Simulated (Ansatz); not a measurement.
The cluster VS₂, relaxed as a doublet with UKS PBE0-D4/def2-TZVP in Ansatz, starting from the GFN2-xTB geometry. Force threshold 0.02 eV/Å.

The charge 0 doublet is spin-contaminated (final ⟨S²⟩ up to 1.75, 0.75 for a pure state). Another isomer (doublet) lies 1.03 eV lower at PBE0-D4/def2-TZVP; other spin states weren't run for this one.

Start:

```xyz
3

V     0.9502    0.9443   -1.4260
S    -1.0284   -1.3097    0.8720
S     0.0782    0.3654    0.5540
```

| step | energy (eV) | largest force component (eV/Å) | SCF passes |
| --- | --- | --- | --- |
| 1 | -47343.7165 | 1.234 | 75 |
| 2 | -47343.8926 | 0.446 | 50 |
| 3 | -47344.1029 | 0.829 | 49 |
| 4 | -47344.4617 | 1.135 | 49 |
| 5 | -47344.8976 | 2.456 | 80 |
| 6 | -47345.2277 | 0.403 | 51 |
| 7 | -47345.2317 | 0.046 | 41 |
| 8 | -47345.2318 | 0.018 | 31 |

Force components are those of the run's own axes.

End:

Cartesian coordinates in Å:
```
V 0.508 0.339 -1.150
S -0.661 -1.020 0.145
S 0.153 0.681 1.005
```

Bonds formed: V1–S2 (atoms count from 1).

No frequencies were taken in this run, so the end may be a saddle point.

Hardware: 4 threads of Intel Xeon Platinum 8259CL on a shared host. Wall time 30 s.
